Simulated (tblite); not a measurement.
Compound: C₅H₇NOS.
SMILES with atom numbers: `[CH3:1][O:2][C:3](=[S:4])[CH2:5][CH2:6][C:7]#[N:8]` (hydrogens: H9, H10, H11 on C1; H12, H13 on C5; H14, H15 on C6)

Computed geometry: GFN2-xTB, gas phase.

Question: List the bond lengths, angles and torsions at this level.

Answer: 
```json
{"bond": "C1–O2", "length (pm)": "141.5"}
{"bond": "O2–C3", "length (pm)": "132.0"}
{"bond": "C3=S4", "length (pm)": "163.0"}
{"bond": "C3–C5", "length (pm)": "150.4"}
{"bond": "C5–C6", "length (pm)": "153.8"}
{"bond": "C6–C7", "length (pm)": "144.2"}
{"bond": "C7≡N8", "length (pm)": "114.2"}
{"bond": "C1–H9, C1–H10, C1–H11", "length (pm)": "109.1"}
{"bond": "C5–H12, C5–H13", "length (pm)": "109.2"}
{"bond": "C6–H14, C6–H15", "length (pm)": "109.3"}
```

Bonds in one row agree within 1 pm and their mean is given. A selection of angles:
```json
{"angle": "C1–O2–C3", "degrees": "118.2"}
{"angle": "O2–C3–S4", "degrees": "124.6"}
{"angle": "O2–C3–C5", "degrees": "113.1"}
{"angle": "S4–C3–C5", "degrees": "122.3"}
{"angle": "C3–C5–C6", "degrees": "110.2"}
{"angle": "C5–C6–C7", "degrees": "110.6"}
{"angle": "C6–C7–N8", "degrees": "179.0"}
```

Dihedral angles: C1–O2–C3–S4 1° (synperiplanar); O2–C3–C5–C6 115° (anticlinal); C3–C5–C6–C7 -61° (synclinal). The mirror-image conformer, all signs reversed, is as good.

Of the pairs four or more bonds apart, S4···H10 is among the closest relative to their van der Waals radii: 2.80 Å, 93 % of the sum of Bondi's values. The 2 C–O bonds span 1.320 Å (O2–C3, drawn single) to 1.415 Å (C1–O2, drawn single), a spread of 0.095 Å. The 3 C–C bonds span 1.442 Å (C6–C7, drawn single) to 1.538 Å (C5–C6, drawn single), a spread of 0.096 Å.

Point group: C1 (no symmetry element, even within 0.4 Å). Its GFN2-xTB frequencies are all real (lowest 19 cm⁻¹). The numbers are those of one conformer. 3 starts were optimised and ended at 0.00, 0.02 and 0.80 kcal/mol (GFN2-xTB); the lowest of these is shown.

The run took 0.68 s on one thread of an Arm Neoverse V2, shared host with 96 logical CPUs at a one-minute load of 99. That covers the optimisation of the geometry.
